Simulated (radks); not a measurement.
Ar3+, configuration [He] 2s2 2p4 3s2 3p3 4s2 (not the ground configuration).

All-electron calculation, non-relativistic Kohn-Sham, AM05, spin-polarised, spherical densities, point nucleus; open shells are filled with parallel spins first. Program: a radial shooting solver on a logarithmic mesh with Libxc functionals.

Energy parts (hartree):
part                       energy
total                  -501.89443
kinetic                 501.20209
electron-nucleus      -1148.79515
Hartree                 171.11942
exchange-correlation    -25.42079

Orbitals (lengths in bohr, moments of r in powers of bohr; <r^-3> diverges for s and p1/2; r(90%) holds 90 % of the orbital's charge):
orbital  occ.  eigenvalue (hartree)  r(90%)  <r^-3>
1s up       1             -119.8147   0.154       -
1s down     1             -119.5627   0.154       -
2s up       1             -15.34034   0.619       -
2s down     1             -14.94883   0.622       -
2p up       3             -13.23713   0.580   140.2
2p down     1             -12.76293   0.586   137.6
3s up       1              -3.31114    1.68       -
3s down     1              -3.07920    1.72       -
3p up       3              -2.71311    1.76   20.90
3p down     0              -2.48233    1.82   19.92
3d up       0              -1.79490    1.89   2.327
3d down     0              -1.59027    2.02   2.119
4s up       1              -1.05156    3.83       -
4s down     1              -1.02212    3.93       -
4p up       0              -0.87936    4.16   4.218
4p down     0              -0.85420    4.27   3.988

The highest occupied level is 4s down at -27.813 eV. The configuration is held as typed, so some empty levels lie below it. The density falls to 0.001 e/bohr^3 at r = 4.16 bohr. Summed over all electrons, <r^2> = 25.48 bohr^2, which gives a Langevin (diamagnetic) susceptibility term of -20.2 x 10^-6 cm^3/mol. Virial ratio -V/T = 2.00138. Spin moment in Bohr magnetons: 5. The spin density at the nucleus is -0.475 e/bohr^3 (1s -5.224, 2s 3.165, 3s 1.121, 4s 0.464), a Fermi contact field of -24.9 T. The electron density at the nucleus is 3885 e/bohr^3.
